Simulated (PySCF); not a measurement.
Compound: C5H10F2OSi.
SMILES with atom numbers: `[F:1][CH:2]([F:3])[O:4][C@H:5]1[CH2:6][CH2:7][SiH2:8][CH2:9]1` (hydrogens: H10 on C2; H11 on C5; H12, H13 on C6; H14, H15 on C7; H16, H17 on Si8; H18, H19 on C9)

Computed by this run: PBE0-D3(BJ)/def2-SVP geometry optimisation, gas phase (PySCF 2.14.0); density fitting, grid level 1; the optimiser is geomeTRIC in internal coordinates, started from a GFN2-xTB structure with every atom displaced at random (about 0.01 Å).

Step 0: E = -20678.2236 eV
```
atom  x, y, z in Å  |  force x, y, z in eV/Å
F1      2.1044    0.6180    1.5020   -0.486   0.148  -0.414
C2      1.9156    1.1385    0.2347    2.266  -0.057   0.842
F3      2.5078    2.3413    0.2519    0.103   0.128   0.039
O4      0.6704    1.3084   -0.0911   -2.196  -0.541  -0.560
C5     -0.0060    0.2000   -0.7703   -0.055   0.610   1.088
C6     -0.2255   -0.9645    0.1891    0.282  -0.008   0.068
C7     -1.1534   -0.5088    1.3080   -0.721  -0.234  -0.189
Si8    -2.3092    0.7651    0.4725    0.260  -0.635   0.126
C9     -1.3712    0.7373   -1.1552    0.251  -0.094  -0.735
H10     2.4893    0.4762   -0.4332   -0.017  -0.172  -0.248
H11     0.6150   -0.0850   -1.6095    0.383  -0.152  -0.677
H12     0.7316   -1.3339    0.5996   -0.117  -0.117  -0.194
H13    -0.7065   -1.7681   -0.3923    0.164  -0.095  -0.014
H14    -1.6824   -1.3577    1.7651   -0.054   0.008  -0.009
H15    -0.5852   -0.0423    2.0966    0.426   0.427   0.553
H16    -3.6934    0.2758    0.3031   -0.343  -0.039   0.027
H17    -2.3053    2.0828    1.1142   -0.068   0.428   0.229
H18    -1.2725    1.7067   -1.6466    0.008   0.268  -0.161
H19    -1.8107    0.0412   -1.8963   -0.085   0.127   0.228
```

Step 1: E = -20678.3523 eV
```
atom  x, y, z in Å  |  force x, y, z in eV/Å
F1      1.9720    0.6242    1.5027    0.251  -0.004   0.182
C2      1.9470    1.1285    0.2518   -0.951  -0.047  -0.218
F3      2.5577    2.3102    0.2768   -0.003   0.006   0.012
O4      0.6512    1.3179   -0.1375    0.634   0.082   0.116
C5      0.0031    0.2151   -0.7730    0.200   0.016  -0.246
C6     -0.2045   -0.9555    0.1909   -0.045  -0.004  -0.024
C7     -1.1425   -0.5038    1.3197    0.070   0.030   0.096
Si8    -2.3070    0.7404    0.4711    0.005   0.114   0.070
C9     -1.3628    0.7509   -1.1825   -0.031  -0.044  -0.013
H10     2.4832    0.4307   -0.4174    0.119   0.013  -0.006
H11     0.6196   -0.0876   -1.6501   -0.141   0.008   0.144
H12     0.7534   -1.3393    0.5741   -0.001  -0.020  -0.004
H13    -0.6657   -1.7712   -0.3914    0.019  -0.015   0.002
H14    -1.6595   -1.3511    1.7896   -0.039  -0.045   0.014
H15    -0.5596   -0.0027    2.1116   -0.085   0.013  -0.092
H16    -3.7200    0.2686    0.3306    0.018  -0.056  -0.025
H17    -2.3483    2.0740    1.1432    0.011  -0.019  -0.004
H18    -1.2693    1.7278   -1.6771   -0.007  -0.001   0.017
H19    -1.8354    0.0537   -1.8907   -0.024  -0.028  -0.020
```

Step 2: E = -20678.3627 eV
```
atom  x, y, z in Å  |  force x, y, z in eV/Å
F1      2.0463    0.6388    1.5071   -0.118  -0.064  -0.005
C2      1.9513    1.1303    0.2504   -0.315   0.065  -0.235
F3      2.5413    2.3228    0.2567    0.097   0.198   0.018
O4      0.6589    1.3113   -0.1240    0.324  -0.180   0.204
C5      0.0062    0.2126   -0.7679    0.005  -0.006  -0.061
C6     -0.2143   -0.9610    0.1920   -0.008   0.039   0.022
C7     -1.1564   -0.5089    1.3197    0.021  -0.043   0.012
Si8    -2.3099    0.7435    0.4716   -0.024   0.050   0.016
C9     -1.3601    0.7505   -1.1791    0.007   0.001  -0.007
H10     2.5034    0.4517   -0.4284   -0.028  -0.061   0.020
H11     0.6161   -0.0936   -1.6412   -0.012   0.007   0.034
H12     0.7391   -1.3534    0.5778    0.016  -0.006   0.007
H13    -0.6758   -1.7730   -0.3954    0.011  -0.001   0.004
H14    -1.6817   -1.3564    1.7841    0.004   0.008  -0.004
H15    -0.5821   -0.0069    2.1131    0.002   0.022  -0.012
H16    -3.7198    0.2661    0.3190    0.010  -0.027  -0.017
H17    -2.3511    2.0740    1.1476    0.008  -0.007  -0.002
H18    -1.2647    1.7282   -1.6714   -0.007   0.006  -0.004
H19    -1.8341    0.0542   -1.8891    0.006   0.000   0.008
```

**Question.** Estimate the geometry and energy of step 3. (The exact step hangs on the optimiser's Hessian estimate; all steps are aligned on step 2, rigid shifts and turns removed.)

**Answer.** E = -20678.3677 eV, largest force 0.161 eV/Å
```
atom  x, y, z in Å  |  force x, y, z in eV/Å
F1      2.0271    0.6061    1.4955   -0.025  -0.012   0.050
C2      1.9438    1.1264    0.2483   -0.109   0.030  -0.115
F3      2.5364    2.3208    0.2837    0.031   0.040   0.006
O4      0.6585    1.3096   -0.1229    0.120  -0.046   0.038
C5      0.0068    0.2141   -0.7718   -0.075  -0.018   0.038
C6     -0.2100   -0.9565    0.1923   -0.009  -0.007   0.016
C7     -1.1498   -0.5017    1.3209   -0.009  -0.044  -0.015
Si8    -2.3078    0.7461    0.4714   -0.019   0.004   0.003
C9     -1.3611    0.7500   -1.1813    0.020   0.009  -0.003
H10     2.4982    0.4538   -0.4357   -0.002   0.013   0.004
H11     0.6150   -0.0932   -1.6430    0.037   0.006  -0.021
H12     0.7454   -1.3461    0.5775   -0.004   0.004  -0.001
H13    -0.6700   -1.7722   -0.3909   -0.003  -0.002   0.005
H14    -1.6726   -1.3484    1.7900    0.011   0.017  -0.003
H15    -0.5766    0.0081    2.1090    0.025   0.013   0.008
H16    -3.7143    0.2585    0.3189    0.004  -0.011  -0.011
H17    -2.3510    2.0775    1.1444    0.000  -0.001  -0.001
H18    -1.2697    1.7272   -1.6756    0.000   0.000  -0.007
H19    -1.8354    0.0509   -1.8885    0.006   0.004   0.011
```

The energy changes by -0.0049 eV. The first-order estimate −F·Δx gives -0.0081 eV and the mean of the old and new forces, exact on a quadratic surface, -0.0046 eV. The step makes an angle of 78° with the force vector and moves no atom by more than 0.040 Å.

The cost below is that of the whole optimisation. Time: 4.3 min; peak memory 0.76 GiB. Hardware: Arm Neoverse N1, one thread (shared host).
